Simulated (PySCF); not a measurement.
Molfile (atoms numbered from 1):
```
C3H9BO3Si
     RDKit          3D

 17 17  0  0  0  0  0  0  0  0999 V2000
    1.9940    1.3058    0.2716 O   0  0  0  0  0  0  0  0  0  0  0  0
    1.7002    0.0273   -0.1096 B   0  0  0  0  0  0  0  0  0  0  0  0
    2.6141   -0.8330   -0.6463 O   0  0  0  0  0  0  0  0  0  0  0  0
    0.2084   -0.4633    0.0347 C   0  0  1  0  0  0  0  0  0  0  0  0
   -0.5123    0.0063    1.3029 C   0  0  0  0  0  0  0  0  0  0  0  0
   -1.9108   -0.1674    1.1459 O   0  0  0  0  0  0  0  0  0  0  0  0
   -2.3769   -0.1271   -0.4668 Si  0  0  0  0  0  4  0  0  0  0  0  0
   -0.6316    0.0409   -1.1698 C   0  0  0  0  0  0  0  0  0  0  0  0
    2.9017    1.5872    0.1254 H   0  0  0  0  0  0  0  0  0  0  0  0
    3.4990   -0.4750   -0.7631 H   0  0  0  0  0  0  0  0  0  0  0  0
    0.1962   -1.5669    0.0174 H   0  0  0  0  0  0  0  0  0  0  0  0
   -0.1842   -0.5695    2.1838 H   0  0  0  0  0  0  0  0  0  0  0  0
   -0.2869    1.0709    1.4996 H   0  0  0  0  0  0  0  0  0  0  0  0
   -3.2770    1.0301   -0.7567 H   0  0  0  0  0  0  0  0  0  0  0  0
   -3.0911   -1.3846   -0.8435 H   0  0  0  0  0  0  0  0  0  0  0  0
   -0.4217    1.1036   -1.3828 H   0  0  0  0  0  0  0  0  0  0  0  0
   -0.4314   -0.5301   -2.0881 H   0  0  0  0  0  0  0  0  0  0  0  0
  1  2  1  0
  2  3  1  0
  2  4  1  0
  4  5  1  0
  5  6  1  0
  6  7  1  0
  7  8  1  0
  8  4  1  0
  1  9  1  0
  3 10  1  0
  4 11  1  1
  5 12  1  0
  5 13  1  0
  7 14  1  0
  7 15  1  0
  8 16  1  0
  8 17  1  0
M  END
```

Geometry: PBE0-D3(BJ)/def2-SVP; GIAO shifts from PySCF 2.14, gas phase, non-relativistic, averaged over equivalent atoms.

At PBE0/pcSseg-1 (188 basis functions, 22 s wall time on 1 thread of an Arm Neoverse V2, shared host):
```
 atoms  δ (ppm)
 O1/O3    120.4
    O6     40.3
    B2     30.8
    C5     72.8
    C4     27.7
    C8     14.4
   Si7      4.5
   H14     4.96
   H15     4.88
   H12     4.10
   H13     3.70
H9/H10     2.87
   H11     1.24
   H17     0.96
   H16     0.85
```

Scale: ¹⁷O (334.56 ppm) vs H2O; BF3·OEt2 for ¹¹B (100.73 ppm); TMS for ¹³C (184.41 ppm) and ²⁹Si (351.99 ppm) and ¹H (31.27 ppm) (reference shieldings calculated alike).

Task: What do these become at CAM-B3LYP/pcSseg-1?

Result: 
| atoms | δ at CAM-B3LYP/pcSseg-1 | change |
| --- | --- | --- |
| O1/O3 | 120.8 | +0.4 |
| O6 | 39.4 | -0.9 |
| B2 | 32.2 | +1.4 |
| C5 | 73.0 | +0.2 |
| C4 | 27.8 | +0.1 |
| C8 | 13.8 | -0.6 |
| Si7 | 1.8 | -2.7 |
| H14 | 4.84 | -0.12 |
| H15 | 4.76 | -0.12 |
| H12 | 4.06 | -0.04 |
| H13 | 3.68 | -0.02 |
| H9/H10 | 2.92 | +0.05 |
| H11 | 1.17 | -0.07 |
| H17 | 0.87 | -0.09 |
| H16 | 0.76 | -0.09 |

δ = σ(ref) − σ, references computed at the same level: H2O for ¹⁷O (σref 338.55); BF3·OEt2 for ¹¹B (σref 99.35); ¹³C (σref 182.45) and ²⁹Si (σref 343.41) and ¹H (σref 31.33) vs TMS.

The largest change is at Si7 (silicon bonded to C, O, 2 H, in a 5-membered ring). Cost: 188 basis functions, 28 s wall time on 1 thread of an Arm Neoverse V2, shared host. The order of the carbon signals is the same at both levels.

A carbon bonded to boron is broadened by the quadrupolar boron nucleus and is often missing from a measured spectrum. Experimental scales use liquid or dissolved standards, which lie at an offset from isolated H2O (liquid H2O: subtract about 36 ppm).
